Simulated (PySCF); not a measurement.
# Correlation energy of F(2+) (fluorine, charge +2)

[He] 2s1 2p4, high-spin 4P determinant (an excited configuration). Computed with PySCF 2.14 in aug-cc-pVTZ (5s4p3d2f, 46 functions), with the non-relativistic Hamiltonian (point nucleus). Frozen: 1s2; 5 electrons correlated.

```json
{"level": "CCSD", "correlation energy (mhartree)": "-113.52"}
{"level": "(T)", "correlation energy (mhartree)": "-1.39"}
{"level": "CCSD(T)", "correlation energy (mhartree)": "-114.91"}
```

Diagnostics: T1 = 0.0032, D1 = 0.0058, largest double amplitude 0.045.

Cost of the coupled-cluster step: roughly 2.9 core-seconds, for 5 correlated electrons.

Iterations:

```
CC2 = 0
CCSD nocc = (np.int64(4), np.int64(1)), nmo = (45, 45)
frozen orbitals [[0], [0]]
max_cycle = 100
direct = 0
conv_tol = 1e-08
conv_tol_normt = 1e-06
diis_space = 8
diis_start_cycle = 0
Init t2, MP2 energy = -0.0983645180699166
Init E_corr(UCCSD) = -0.098364518074463
cycle = 1  E_corr(UCCSD) = -0.109516936357393  dE = -0.0111524183  norm(t1,t2) = 0.0254845
cycle = 2  E_corr(UCCSD) = -0.111936753547408  dE = -0.00241981719  norm(t1,t2) = 0.01107
cycle = 3  E_corr(UCCSD) = -0.113575342207246  dE = -0.00163858866  norm(t1,t2) = 0.00552849
cycle = 4  E_corr(UCCSD) = -0.113505385897148  dE = 6.99563101e-05  norm(t1,t2) = 0.000811645
cycle = 5  E_corr(UCCSD) = -0.113520238950117  dE = -1.4853053e-05  norm(t1,t2) = 0.000171582
cycle = 6  E_corr(UCCSD) = -0.113518995161193  dE = 1.24378892e-06  norm(t1,t2) = 4.83156e-05
cycle = 7  E_corr(UCCSD) = -0.113519202827903  dE = -2.0766671e-07  norm(t1,t2) = 1.01477e-05
cycle = 8  E_corr(UCCSD) = -0.113519296093906  dE = -9.32660031e-08  norm(t1,t2) = 2.29416e-06
cycle = 9  E_corr(UCCSD) = -0.113519250352813  dE = 4.57410932e-08  norm(t1,t2) = 6.06817e-07
cycle = 10  E_corr(UCCSD) = -0.113519256218016  dE = -5.86520317e-09  norm(t1,t2) = 1.61533e-07
UCCSD converged
E(UCCSD) = -97.02380363768661  E_corr = -0.1135192562180164
UCCSD(T) correction = -0.00139234083767434
```
